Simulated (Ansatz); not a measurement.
AlClGaH₅OSi (`[SiH3][O][Al]([Cl])[GaH2]`) at its PBE0-D4/def2-TZVP geometry, where that method's forces vanish. Charge 0, multiplicity 1.

```xyz
10

Si   -0.2996    0.3103   -2.3235
O    -0.0757    0.1568   -0.7159
Al    0.2880    0.5364    0.8803
Cl    0.8841    2.5162    1.2873
Ga    0.1375   -1.1560    2.7120
H     0.9885    0.6276   -2.9948
H    -1.2746    1.3957   -2.6095
H    -0.8270   -0.9679   -2.8692
H    -1.1889   -1.3622    3.5329
H     1.3677   -2.0569    3.1004
```

**Question.** What forces (eV/Å) does ωB97M-V/def2-TZVPP give on these atoms in the Gaussian-basis code of Ansatz? (Best estimate.)

**Answer.** The calculation gave: 
```
Si1 -0.046  0.021 -0.302
O2  -0.003 -0.024  0.022
Al3  0.004 -0.111  0.207
Cl4  0.008  0.030  0.001
Ga5  0.001  0.007 -0.007
H6  -0.154 -0.041  0.081
H7   0.116 -0.131  0.036
H8   0.065  0.158  0.063
H9   0.120  0.014 -0.069
H10 -0.112  0.077 -0.030
```
